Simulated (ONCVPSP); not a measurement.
## Transferability test, ONCV potential for manganese

ONCVPSP 4.0.1 input, shortened (lines: element, Z, core and valence counts, functional; n l f; lmax; l rc ep ncon nbas qcut; lloc lpopt rc5 dvloc0; l nproj debl; icmod fcfact rcfact), PBE, scalar-relativistic:

```
  Mn 25.00    3    4        4      upf
    1    0    2.00
    2    0    2.00
    2    1    6.00
    3    0    2.00
    3    1    6.00
    3    2    5.50
    4    0    1.50
    2
    0    1.35    0.00    4    8    8.90
    1    0.95    0.00    4    8    9.70
    2    1.05    0.00    4    9   14.10
    4    5    0.85    0.00
    0    2    1.60
    1    2    1.50
    2    2    0.80
    1    0.15    0.00
```

In the p channel the program set the typed energies aside and used -1.923, 0.250 Ha.

Energies are relative to the spin-unpolarised reference configuration 3s2 3p6 3d5.5 4s1.5; without spin polarisation the order of configurations can differ from experiment.

| valence configuration | charge | ΔE all-electron (eV) | error AE − PS (meV) |
| --- | --- | --- | --- |
| 3s2 3p6 3d5 4s1 | +1 | 8.898 | +0.1 |
| 3s2 3p6 3d4 4s2 4p1 | 0 | 8.283 | +15 |

Q: What are ΔE and the potential's error for 3s2 3p6 3d5 4s2?

A: ΔE = 0.482 eV all-electron; the error (AE − PS) is +1.5 meV.

Q: What are ΔE and the potential's error for 3s2 3p6 3d5 4s0?

A: ΔE = 24.497 eV all-electron; the error (AE − PS) is -1.4 meV.

Levels in the configuration 3s2 3p6 3d5 4s1:

```csv
level,all-electron (eV),pseudo (eV)
3s,-94.103,-94.110
3p,-62.830,-62.834
3d,-14.908,-14.907
4s,-11.878,-11.878
```
